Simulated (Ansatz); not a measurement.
Reaction (redistribution): `B[Si](O)(F)Cl` + `[OH][Ga]([F])[O][SiH3]` → `O[Si](F)(Cl)O[SiH3]` + `[BH2][Ga]([OH])[F]`

Isolated molecules relaxed with PBE0-D4/def2-TZVP in Ansatz; ΔE leaves out vibrations. CCSD(T)/CBS is the MP2 limit (def2-TZVPP, def2-QZVPP) plus CCSD(T) − MP2 in def2-TZVPP, frozen cores. DFT in def2-TZVPP. B3LYP here is the variant with VWN-RPA as its local correlation; programs differ in this. For Ga outer-core shells are correlated without core-valence functions, which leaves a few kJ/mol of doubt a bond. Scalar relativity is left out up to krypton. Each species was taken in one conformer, which may not be the lowest.

| level | ΔE (kcal/mol) |
| --- | --- |
| PBE-D4 | -19.6 |
| B3LYP-D4 | -21.9 |
| r2SCAN | -21.3 |
| MP2/def2-QZVPP | -21.2 |

Question: What does CCSD(T)/CBS give? (An estimate is asked.)

Answer: Ansatz gave: -22.2 kcal/mol. The listed levels differ from it by 2.6, 0.3, 0.9, 1.0 kcal/mol.

Largest T1 diagnostic among the species: 0.014.

In def2-TZVPP, CCSD(T) changes the Hartree–Fock value by +1.7 kcal/mol (the triples alone add +0.5 kcal/mol) and MP2 by +1.8 kcal/mol. From PBE to PBE0 (25 % exact exchange), in def2-TZVPP and without D4, ΔE moves by −1.3 kcal/mol.
